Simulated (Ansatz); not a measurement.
`C[O][SbH][SiH3]` + HCl → `[SiH3][SbH][Cl]` + CH₃OH at 500 K and 1 bar (ligand exchange at the Sb–O bond).

Calculated with Ansatz (gas phase, PBE0-D4/def2-TZVP geometries, no zero-point term in ΔE). CCSD(T)/CBS is the MP2 limit (def2-TZVPP, def2-QZVPP) plus CCSD(T) − MP2 in def2-TZVPP, frozen cores. This one scheme is used for every species. def2 core potentials past Kr. For Sb outer-core shells are correlated without core-valence functions, which leaves a few kJ/mol of doubt a bond. One conformer a species, not always the lowest.

| species | CCSD(T)/CBS energy (Eh) | H − E (kJ/mol) | S (J/(mol·K)) |
| --- | --- | --- | --- |
| `C[O][SbH][SiH3]` | -646.51193 | 241.6 | 451.9 |
| HCl | -460.38127 | 32.5 | 201.9 |
| `[SiH3][SbH][Cl]` | -991.30233 | 124.5 | 394.2 |
| CH₃OH | -115.61712 | 157.0 | 265.4 |

H − E and S are ideal-gas, rigid-rotor, harmonic terms from PBE0-D4/def2-TZVP, for one conformer and one mirror image of each species. 1 Eh = 2625.50 kJ/mol, R = 8.31446 J/(mol·K).

**Question.** By hand: ΔE, ΔH, ΔS and ΔG.

**Answer.** ΔE = (-991.30233) + (-115.61712) − (-646.51193) − (-460.38127) = -0.02625 Eh = -68.9 kJ/mol. Δ(H − E) = 124.5 + 157.0 − 241.6 − 32.5 = 7.4, so ΔH = -61.5 kJ/mol. ΔS = 394.2 + 265.4 − 451.9 − 201.9 = 5.8 J/(mol·K). ΔG = -61.5 − 500 × (5.8)/1000 = -64.4 kJ/mol.

**Question.** By hand: the equilibrium constant, and the temperature at which ΔG would vanish if ΔH and ΔS stayed fixed.

**Answer.** log₁₀ K = −ΔG/(RT ln 10) = 6.7. ΔH and −TΔS have one sign here, so there is no such temperature.

The number of gas molecules stays the same, so ΔS is small and ΔH decides. A doubt of 5 kJ/mol in ΔE shifts log₁₀ K by 0.5 here. Other conformers and mirror images would add mixing entropy, several J/(mol·K) or more a flexible species. Modes under 60 cm⁻¹, often nearly free rotors, make the harmonic entropy too high. These are equilibria of isolated gas molecules and say nothing of rates. Largest T1 diagnostic: 0.014 (customary marks: 0.02 for closed shells, 0.045 for open ones).

ΔS is within the doubt of such terms, so its sign, and with it that verdict, could turn.
